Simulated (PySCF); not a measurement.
Geometry (Å), atoms numbered from 1 in this order:
```xyz
17

F     3.2245   -1.2066   -0.1341
C     1.8990   -1.4203   -0.0238
F     1.4359   -1.7699   -1.2472
C     1.1982   -0.1721    0.4240
O     1.0185   -0.0101    1.8046
C    -0.1346   -0.2826    1.0321
C    -1.1370    0.7960    0.8856
C    -2.2477    0.6624    0.1520
C    -2.5585   -0.5644   -0.6390
Cl   -3.3501   -1.8329    0.3741
H     1.7283   -2.2530    0.6811
H     1.4616    0.7291   -0.1469
H    -0.5459   -1.2932    1.1697
H    -0.9327    1.7221    1.4321
H    -2.9761    1.4779    0.1269
H    -3.2504   -0.3529   -1.4634
H    -1.6520   -1.0260   -1.0540
```

Geometry: PBE0-D3(BJ)/def2-SVP; GIAO shifts from PySCF, gas phase, non-relativistic, averaged over equivalent atoms.

At WP04/pcSseg-1 (212 basis functions, 35 s wall time on 1 thread of an Arm Neoverse V1, shared host):
```csv
atoms,δ (ppm)
F1,-130.1
F3,-136.0
C7,143.4
C8,137.7
C2,124.2
C4,58.7
C6,52.8
C9,48.2
O5,49.6
Cl10,122.4
H15,5.88
H14,5.69
H11,5.21
H17,3.99
H16,3.71
H13,3.57
H12,2.80
```

Referencing at the same level of theory: 19F (σref 176.96) against CFCl3; 13C (σref 172.44) and 1H (σref 31.56) against TMS; H2O for 17O (σref 317.54); 35Cl (σref 900.97) vs HCl.

What do these become at PBE0/pcSseg-1?

## Answers


| atoms | δ at PBE0/pcSseg-1 | change |
| --- | --- | --- |
| F1 | -131.3 | -1.2 |
| F3 | -137.7 | -1.7 |
| C7 | 145.7 | +2.3 |
| C8 | 138.1 | +0.4 |
| C2 | 121.6 | -2.6 |
| C4 | 56.9 | -1.8 |
| C6 | 49.1 | -3.7 |
| C9 | 43.5 | -4.7 |
| O5 | 45.7 | -3.9 |
| Cl10 | 115.0 | -7.4 |
| H15 | 6.17 | +0.29 |
| H14 | 6.00 | +0.31 |
| H11 | 5.19 | -0.02 |
| H17 | 4.08 | +0.09 |
| H16 | 3.80 | +0.09 |
| H13 | 3.55 | -0.02 |
| H12 | 2.67 | -0.13 |

Scale: 19F (σref 177.25) vs CFCl3; TMS for 13C (σref 184.41), 1H (σref 31.27); 17O (σref 334.56) against H2O; 35Cl (σref 943.27) against HCl (reference shieldings calculated alike).

The largest change is at Cl10 (chlorine bonded to C). Cost: 212 basis functions, 37 s wall time on 1 thread of an Arm Neoverse V1, shared host. The order of the carbon signals is the same at both levels.

Carbons that carry Cl, above all several Cl atoms, come out too deshielded, partly because spin–orbit coupling is missing. Unscaled 19F shifts against computed CFCl3 carry errors that often reach 10 to 50 ppm. Experimental scales use liquid or dissolved standards, which lie at an offset from isolated H2O (liquid H2O: subtract about 36 ppm).
